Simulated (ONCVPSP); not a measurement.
## PBEsol ONCV dataset for S (Z = 16), scalar-relativistic all-electron reference.

```json
{
 "Element": "S (Z = 16)",
 "Generator": "ONCVPSP 4.0.1",
 "Type": "optimised norm-conserving Vanderbilt (ONCV)",
 "Functional": "PBEsol",
 "Relativity": "scalar-relativistic",
 "Frozen core": "[He]",
 "Valence charge": "14",
 "Reference configuration": "2s2 2p6 3s2 3p4",
 "Partial waves": "2s+3s: rc 0.70 bohr, ncon 4, nbas 8, qcut 17.1 1/bohr, 2 projectors; 2p+3p: rc 0.85 bohr, ncon 4, nbas 8, qcut 13.4 1/bohr, 2 projectors",
 "Local potential": "polynomial inside 0.60 bohr (lpopt 3, dvloc0 -1 Ha)",
 "Core correction": "none"
}
```

All-electron outer shells of the reference configuration (PBEsol, scalar-relativistic, ld1.x):

```json
{"shell": "1s", "level (eV)": "-2401.74", "outermost node (bohr)": "–", "outermost maximum (bohr)": "0.06"}
{"shell": "2s", "level (eV)": "-211.24", "outermost node (bohr)": "0.13", "outermost maximum (bohr)": "0.39"}
{"shell": "2p", "level (eV)": "-156.32", "outermost node (bohr)": "–", "outermost maximum (bohr)": "0.33"}
{"shell": "3s", "level (eV)": "-17.19", "outermost node (bohr)": "0.60", "outermost maximum (bohr)": "1.40"}
{"shell": "3p", "level (eV)": "-6.98", "outermost node (bohr)": "0.58", "outermost maximum (bohr)": "1.61"}
```

Problem. Estimate the cutoffs (Ha) at which the residual kinetic energy of the hardest occupied pseudo-wave falls to 1 and 0.1 mHa per electron.

Solution. 113 Ha and 281 Ha.

Problem. Does the potential have ghost states?

Solution. No bound ghost flagged; no localised positive-energy state flagged.

Problem. Tests: 2s2 2p6 3s2 3p3; 2s2 2p6 3s2 3p2; 2s2 2p6 3s2 3p1; 2s2 2p6 3s2 3p3.5. Which has the largest error in its energy relative to the reference configuration, and how large is it?

Solution. 2s2 2p6 3s2 3p1, with +13 meV (all-electron minus pseudo) on +67.97 eV.
